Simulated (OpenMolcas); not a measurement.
N: effect of the level shift or regulariser

- Program: OpenMolcas
- Basis: ANO-RCC-VTZP [4s3p2d1f]
- Scalar Hamiltonian: DKH2, point nucleus
- Active space: 3 electrons in 3 orbitals (2p)
- State averaging: 2S+1 = 4 odd, 1 root; 2S+1 = 2 odd, 8 roots
- Spin-orbit coupling: state interaction with AMFI integrals over the reference wave functions, term energies averaged over their components

Methods on the same reference wave functions:
A. CASSCF
B. SS-CASPT2, IPEA 0.25 Eh, imaginary shift 0.1 Eh (closed shells correlated: 1s 2s)
C. SS-CASPT2, IPEA 0.25 Eh, real shift 0.2 Eh (closed shells correlated: 1s 2s)
D. SS-CASPT2, IPEA 0.25 Eh, sigma2 regulariser 0.3 Eh (closed shells correlated: 1s 2s)

Energies in eV above 2s2 2p3 4S* 3/2, the measured ground level; measured values from NIST Handbook of Basic Atomic Spectroscopic Data.

```
          Level       A       B       C       D  Measured
2s2 2p3 4S* 3/2  0.0000  0.0000  0.0000  0.0000    0.0000
2s2 2p3 2D* 3/2  2.8542   2.440   2.443   2.440    2.3846
2s2 2p3 2D* 5/2  2.8543   2.440   2.443   2.440    2.3835
2s2 2p3 2P* 1/2  4.7140   3.875   3.884   3.875    3.5756
2s2 2p3 2P* 3/2  4.7140   3.876   3.884   3.875    3.5756
```

Deviations, from unrounded energies. A percentage is the sum of absolute deviations over the sum of measured energies, with the sign that they share, or ± where signs differ.

```tsv
Against measurement	Levels	A	B	C	D
mean absolute deviation (cm-1)	4	6500	1400	1500	1400
other terms of the ground configuration (%)	4	+27.0	+6.0	+6.2	+6.0
```

B, C, D lie about equally close to measurement and A furthest from it. The largest miss of D in the table is 2s2 2p3 2P* 3/2, by +2400 cm-1. The ranking rests on the paired levels alone, and a cruder setting can come out closer through cancelling errors.

Among B to D the level of the table that moves most is 2s2 2p3 2P* 1/2, by 69 cm-1 (lowest in D, highest in C). Moves below CASPT2's spread within the term are not significant.

The mean deviations of B to D differ by less than CASPT2's widest spread within a term (240 cm-1), so their order carries little weight.

From A to B the spin-free energies of the other terms of 2s2 2p3 shown, above 4S*, scale by factors of 0.82 to 0.85.

The lowest spin-free term lies below A's lowest term by 0.112 hartree in B, 0.112 hartree in C, 0.112 hartree in D.

CASPT2 breaks the degeneracy within a term, and the mean is taken; among the terms shown or strongly mixed into the levels shown the widest spread is 240 cm-1 (2s2 2p3 2D*, D). With the s shell closed, the reference lacks s² → p² mixing. Without dynamic correlation excited terms often stand tens of per cent too high (terms of higher spin than the ground term too low), and those without a measured partner can miss by more than the paired ones (holds for A). Measured partners are found by configuration, term and J. A level has none where our copy of the source lacks it or the pairing is in doubt (some pairs that miss far off the trend of their configuration count as doubtful), and it then counts in no deviation. Only configurations of the active space appear.

* marks odd parity.
